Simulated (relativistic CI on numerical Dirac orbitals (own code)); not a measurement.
Electric-dipole transitions in Ta LV

Method of calculation: Dirac-Coulomb-Breit CI, separate exchange-only KLI orbitals for each configuration, model QED (radiative potential, 1s self-energy scaled to tabulated hydrogen-like ionisation energies), unscaled Slater integrals (own radial code, finite nucleus).

Configuration list (outside the closed core [Ne]): 3s2.3p6.3d, 3s2.3p5.3d2, 3s.3p6.3d2, 3s2.3p6.4s, 3s2.3p6.4p, 3s2.3p6.4d, 3s2.3p5.3d.4s, 3s2.3p6.4f, 3s2.3p5.3d.4p, 3s2.3p5.3d.4d, 3s.3p6.3d.4s, 3p6.3d2.4p, 3s2.3p5.3d.4f, 3s.3p6.3d.4p, 3s.3p6.3d.4d, 3s2.3p6.5s, 3s.3p6.3d.4f, 3s2.3p6.5p, 3s2.3p6.5d, 3s2.3p6.5f, 3s2.3p6.5g, 3p6.3d3, 3p5.3d4, 3p5.3d3.4s, 3p6.3d2.4s, 3p5.3d2.4s2, 3p6.3d2.4d, 3p5.3d3.4d, 3p5.3d2.4s.4d. Double excitations out of closed p, d and f shells are left out; levels of such configurations are missing from the list, as are those of other unlisted configurations, and high levels can miss mixing partners. These lack a partner that the ground configuration has and come out too high: 3s2.3p5.3d.4p, 3s2.3p5.3d.4f.

```
λ vac (nm)                      Lower                        Upper   A (s⁻¹)        gf  Branching (%)
   0.46325      3s2.3p6.3d 2D_5/2 [2]  3s2.3p5.3d.4d 2F°_7/2 [395]  4.04e+13  1.04e+00           99.4
   0.46493      3s2.3p6.3d 2D_5/2 [2]  3s2.3p5.3d.4d 2D°_5/2 [389]  4.85e+13  9.43e-01           99.0
   0.46581      3s2.3p6.3d 2D_3/2 [1]  3s2.3p5.3d.4d 2P°_1/2 [350]  1.63e+14  1.06e+00           99.6
   0.46587      3s2.3p6.3d 2D_5/2 [2]  3s2.3p5.3d.4d 2F°_7/2 [384]  1.08e+14  2.80e+00           99.8
   0.46594      3s2.3p6.3d 2D_5/2 [2]  3s2.3p5.3d.4d 2P°_3/2 [383]  1.51e+14  1.96e+00           99.5
   0.46596      3s2.3p6.3d 2D_3/2 [1]  3s2.3p5.3d.4d 2D°_3/2 [349]  1.41e+14  1.84e+00           99.6
   0.46600      3s2.3p6.3d 2D_3/2 [1]  3s2.3p5.3d.4d 2F°_5/2 [348]  1.19e+14  2.33e+00           99.6
   0.46749      3s2.3p6.3d 2D_5/2 [2]  3s2.3p5.3d.4d 2D°_5/2 [378]  6.77e+13  1.33e+00           99.6
   0.49390      3s2.3p6.3d 2D_3/2 [1]     3s2.3p6.4f 2F°_5/2 [298]  1.60e+14  3.50e+00           93.4
   0.49526    3s2.3p5.3d2 4D°_3/2 [3]   3s2.3p5.3d.4f 2D_5/2 [399]  7.08e+13  1.56e+00           57.6
   0.50642      3s2.3p6.3d 2D_5/2 [2]     3s2.3p6.4f 2F°_7/2 [306]  1.70e+14  5.21e+00          100.0
    1.9887      3s2.3p6.3d 2D_3/2 [1]     3s2.3p5.3d2 2D°_3/2 [34]  6.07e+12  1.44e+00           99.7
    1.9988      3s2.3p6.3d 2D_5/2 [2]     3s2.3p5.3d2 2P°_3/2 [42]  4.08e+12  9.77e-01           99.7
    2.0249      3s2.3p6.3d 2D_5/2 [2]     3s2.3p5.3d2 2F°_7/2 [41]  3.19e+12  1.57e+00          100.0
    2.0273      3s2.3p6.3d 2D_5/2 [2]     3s2.3p5.3d2 2D°_5/2 [40]  4.18e+12  1.55e+00           99.9
    2.2764  3s2.3p5.3d2 2H°_11/2 [13]       3s.3p6.3d2 2G_9/2 [54]  2.45e+12  1.90e+00           59.9
    2.2931    3s2.3p5.3d2 2G°_7/2 [6]       3s.3p6.3d2 4F_5/2 [49]  2.62e+12  1.24e+00           63.7
    2.2990    3s2.3p5.3d2 4G°_9/2 [9]       3s.3p6.3d2 4F_7/2 [51]  2.37e+12  1.50e+00           58.4
    3.3079      3s2.3p6.3d 2D_5/2 [2]     3s2.3p5.3d2 2D°_5/2 [30]  1.20e+12  1.18e+00           97.0
    3.3107      3s2.3p6.3d 2D_3/2 [1]     3s2.3p5.3d2 2F°_5/2 [21]  1.14e+12  1.13e+00           99.9
```

Terms are leading LS components. Brackets give the number of a level in order of energy, since labels repeat. The list gives strong lines, with weight on those to low levels, without lines whose two gauges differ by over a factor of 2.5, among the lowest 400 of 2758 levels, so that lines to higher ones, which can be the strongest, are missing. Levels whose partners in the same complex of configurations lie outside the list can be far off, and so can their lines. Rates are taken at the computed energies, electric ones in the length gauge.

At this charge energies of transitions that change n are usually good to better than 1 %, and those within a shell (Δn = 0) to a few per cent.

LS names give the leading component of a level, which can be under half, so a name can repeat, a term be missing and a line seem to break the LS rules.
